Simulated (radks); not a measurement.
Values are calculated unless marked as measured or tabulated.
Problem. These are the eigenvalues of the occupied orbitals of an atom or ion with whole-number occupations (eV). Level of theory: scalar-relativistic Kohn-Sham, PBE, spin-unpolarised, spherical densities, point nucleus (a radial shooting solver on a logarithmic mesh with Libxc functionals).

orbital  eigenvalue
1s        -36031.18
2s        -5845.193
2p        -5267.198
3s        -1391.394
3p        -1205.363
3d        -933.0665
4s        -430.5644
4p        -369.1364
4d        -278.6692

Which element is it, and in what charge state? The configuration may be excited.

Solution. Z = 55, caesium, charge +12: Cs12+ in [Kr] 4d7. The list shows which subshells hold electrons but not how many an open one holds; the 1s level, -1324.1 hartree, gives Z - s = 51.5 by -(Z - s)^2/2, which with screening and relativity narrows Z to a few neighbours, and the depths of the outer levels then fix element, charge and occupations together.
